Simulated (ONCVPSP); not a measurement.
## Before and after: ONCV potential for H

hydrogen, optimised norm-conserving Vanderbilt (ONCV), made with ONCVPSP 4.0.1 (PW91, scalar-relativistic). Core none, reference 1s1. Waves: 1s: rc 1.20 bohr, ncon 4, nbas 7, qcut 4.3 1/bohr, 2 projectors, debl 0.5 Ha; p scattering state at 0.1 Ha: rc 1.10 bohr, ncon 5, nbas 8, qcut 8 1/bohr, 2 projectors, debl 3.4 Ha. Local part: polynomial inside 0.75 bohr (lpopt 4, dvloc0 6 Ha). Core correction: none.

Change: all radii scaled by about 1.30 (s 1.56, p 1.44 bohr); local potential polynomial inside 0.98 bohr (lpopt 4, dvloc0 6 Ha).

Cutoffs: the cutoffs (Ha) at which the residual kinetic energy of the hardest occupied pseudo-wave falls to 1 and 0.1 mHa per electron; they do not see the model core or the augmentation charge, which bear on the density cutoff. Errors are all-electron minus pseudo energies relative to the spin-unpolarised reference configuration.

**Question.** Predict the effect on cutoff, ghosts and configuration errors.

**Answer.** The potential gets softer (23 Ha and 73 Ha → 9.3 Ha and 40 Ha); neither file shows a bound ghost. A larger radius leaves more room for a smooth pseudo-wave, so fewer plane waves are needed.

| quantity | base | changed |
| --- | --- | --- |
| cutoff, loose | 23 Ha | 9.3 Ha |
| cutoff, tight | 73 Ha | 40 Ha |
| bound ghosts | none | none |
| GHOST(+) flags under 300 eV | none | none |
| error for 1s0.5, meV [ΔE 4.79 eV] | +3.9 | +9.0 |
